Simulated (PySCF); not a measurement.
Run record: geometry optimisation, `C[SeH]=O`.

Computed with PBE0-D3(BJ)/def2-SVP geometry optimisation, gas phase (PySCF 2.14.0). Start geometry: GFN2-xTB. The input is one job of a driver script: a line of settings, then coordinates in Å.

Input:
```
{"job": {"xc": "PBE0", "basis": "def2-SVP", "d3": "d3bj", "grid": 1, "kind": "geom"}, "charge": 0, "multiplicity": 1}
C     -0.792641     0.104519    -0.070674
Se     1.017931     0.069714     0.702589
O      1.551628    -1.389656     0.350406
H     -1.170081     1.120694    -0.108588
H     -1.422614    -0.512907     0.568879
H     -0.734746    -0.340128    -1.062386
H      1.553857     0.952669    -0.407304
```

Output:
```
step   0  E = -2516.41387220  max force = 0.039838
step   1  E = -2516.41600668  max force = 0.010032
step   2  E = -2516.41616621  max force = 0.002688
step   3  E = -2516.41617728  max force = 0.000458
step   4  E = -2516.41617881  max force = 0.000225
optimisation converged
```

Energies in Eh; «max force» is the largest Cartesian gradient component in Eh/bohr.

Question: Give the first gradient maximum in eV/Å.

Answer: With 1 Eh/bohr = 51.422 eV/Å, 2.049 eV/Å.

Question: How much energy does the optimisation release, in eV?

Answer: E(step 0) − E(last step) = 0.002307 Eh, which is 0.063 eV.

In short: final energy -2516.41618 Eh after 4 steps; dipole 3.99 D.

Question: How long does this job take on one thread of an Arm Neoverse V2, shared host with 96 logical CPUs at a one-minute load of 26? And the peak memory of the process?

Answer: About 6.7 s, with 0.39 GiB resident at the peak, the Python interpreter and its libraries included.
Labels such as C1 count atoms from 1, the log's own numbers from 0.
